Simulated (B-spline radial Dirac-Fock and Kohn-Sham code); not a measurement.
**Binding energies of Mn⁷⁺**

System: the Mn⁷⁺ ion, configuration [Ne] 3s2 3p6, inside a Watson sphere of charge -7 and radius 2.2 Å (a model of the Madelung potential; inside it an electron's potential energy is raised by 45.8 eV); nuclear rms radius 3.7057 fm (A = 55).

Input of the calculation (task.json; shells as n, l, electrons):

```json
{"items": [{
  "Z": 25,
  "q": 7,
  "cfg": [[1, 0, 2], [2, 0, 2], [2, 1, 6], [3, 0, 2], [3, 1, 6]],
  "A": 55,
  "rrms": 3.7057,
  "watson": [-7, 2.2],
  "do": ["binding"]
}]}
```

Launch: `python xray_run.py task.json out`

The computed values come from a radial B-spline solver: Dirac-Fock ΔSCF + Breit + QED. Correlation energy is missing from these numbers. Energies are counted from the vacuum level.

All terms are in eV, carry their sign (relaxation lowers the binding energy) and add up to the binding energy; ⟨r⟩ is the mean radius of the orbital in the initial state.

| subshell | −ε (Koopmans) | relaxation | Gaunt | retardation | self-energy | vacuum polarisation | binding energy | ⟨r⟩ (bohr) |
| --- | --- | --- | --- | --- | --- | --- | --- | --- |
| 1s | 6700.6 | -30.73 | -7.35 | 0.45 | -3.43 | 0.29 | 6659.8 | 0.061 |
| 2s | 907.1 | -8.41 | -0.46 | 0.01 | -0.33 | 0.03 | 898.0 | 0.277 |
| 2p1/2 | 787.3 | -9.88 | -0.84 | 0.08 | 0.05 | 0.00 | 776.7 | 0.244 |
| 2p3/2 | 776.7 | -9.72 | -0.57 | 0.09 | 0.03 | 0.00 | 766.6 | 0.247 |
| 3s | 190.9 | -1.04 | -0.06 | 0.00 | -0.06 | 0.00 | ? | 0.793 |
| 3p1/2 | 151.1 | -1.08 | -0.11 | 0.01 | 0.01 | 0.00 | 149.9 | 0.811 |
| 3p3/2 | 149.5 | -1.05 | -0.07 | 0.01 | 0.00 | 0.00 | 148.4 | 0.817 |

Problem. Which binding energy belongs in the row of 3s?

Solution. 189.8 eV, the sum of the terms in that row (to rounding).

For the deepest level, K (1s), the Breit terms make up -0.104 % of the binding energy, QED -0.047 % and orbital relaxation -0.461 %.

Spin-orbit splittings: 2p 10.19 eV, 3p 1.57 eV.
